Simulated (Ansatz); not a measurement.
Job for Ansatz (a program for electronic structure): R-B3LYP/def2-TZVPPD on C2H4Si (SMILES C#C[SiH3]) with ghost functions, monomers drawn apart or pushed together. Files ending in .json are basis or fitting sets from the Basis Set Exchange.

Ansatz 0.2 input:
```yaml
crystal:
  periodic: [false, false, false]
  atoms:
    - {symbol: C, position_ang: [-1.51545864, 1.37846351, 0.75122853]}
    - {symbol: C, position_ang: [-0.56332081, 0.70776336, 0.43583967]}
    - {symbol: Si, position_ang: [0.87950428, -0.31372284, -0.05537086]}
    - {symbol: H, position_ang: [-2.35654803, 1.97344578, 1.01763644]}
    - {symbol: H, position_ang: [0.53573615, -1.74234411, 0.06396102]}
    - {symbol: H, position_ang: [1.20314508, 0.01137719, -1.46203965]}
    - {symbol: H, position_ang: [2.02923032, 0.02806532, 0.80506116]}
basis:
  gaussian:
    orbitals: def2-TZVPPD.json
    ghost_atoms:
      - {symbol: O, position_ang: [-0.06022953, -0.90594555, 3.48873141]}
      - {symbol: H, position_ang: [0.52494769, -0.25922194, 3.89664212]}
      - {symbol: H, position_ang: [-0.67279663, -0.38275450, 2.95608671]}
hamiltonian:
  xc: {name: B3LYP}
scf: {lower_state_search: off}
```

The head of its log:

```
WARN ansatz: RAYON_NUM_THREADS=1 ignored (pool sized by the plan → 1); use --threads N
Functional definition: B3LYP
these checks for a lower state are left out or cut short: stability, starts, cluster_reference, orbital_swaps, neighbouring_geometries, increment
integrals: 0.18 GiB planned
1185 factors; their error is unknown
mean field: 1.49 GiB planned
mean field evaluation 1: about -10011.4508 eV, gradient 4.6e1 eV
mean field evaluation 2: about -10008.4249 eV, gradient 5.5e1 eV
```

Question: What total energy does the run end on?

Answer: -368.1063 hartree.
